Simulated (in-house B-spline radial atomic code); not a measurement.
Settings and results of a run for neutral manganese. Level of theory: non-relativistic B3LYP, spherical fractional occupations, point nucleus, inside a hard spherical wall at 1.72 bohr; calculated with a radial B-spline atomic code at the basis-set limit.

Command:
```bash
python run_scf.py task.json out
```
Settings:
```
Z                25
configuration    [Ar] 3d5 4s2
hamiltonian      nr
method           b3lyp
spin_polarised   False
wall_radius      1.72
```

Output (hartree, bohr):
```
 radial grid: 37 intervals, B-splines of order 8, outer radius 1.72 bohr

 iter        energy (Eh)    residual
    1       -1133.399946    3.08e-01
    2       -1133.668386    3.65e-02
    3       -1133.672400    1.51e-02
    4       -1133.673102    6.31e-03
    5       -1133.673253    1.01e-03
    6       -1133.673256    2.83e-05
    7       -1133.673256    4.37e-06
    8       -1133.673256    2.66e-08

 total energy                     -1133.67326
 kinetic                            1201.0272
 electron-nucleus                  -2825.8966
 Hartree                             546.4563
 exact exchange                      -10.5879
 exchange-correlation                -44.6723

 orbital      occ     eigenvalue          <r>       <r^2>       <1/r>       r_max
 1s         2.000      -232.0869    0.0615774  0.00508531     24.5129     0.04055
 2s         2.000       -24.2603      0.28354   0.0949821     5.20309      0.2356
 2p         6.000       -20.2792     0.249757   0.0767859     5.14655        0.19
 3s         2.000        -0.9949     0.831889    0.773742     1.64857      0.7642
 3p         6.000         0.2139     0.844594    0.801062     1.56351      0.7814
 3d         5.000         2.3133     0.844255    0.802079     1.38988      0.7803
 4s         2.000         6.2183      1.02346     1.21286     1.54846       1.296
```

Time taken, with all properties: 0.05 s on 1 thread of Arm Neoverse V1, with other jobs on the host.

Caution: exact exchange at fractional occupations of open shells leaves self-interaction of up to several eV.
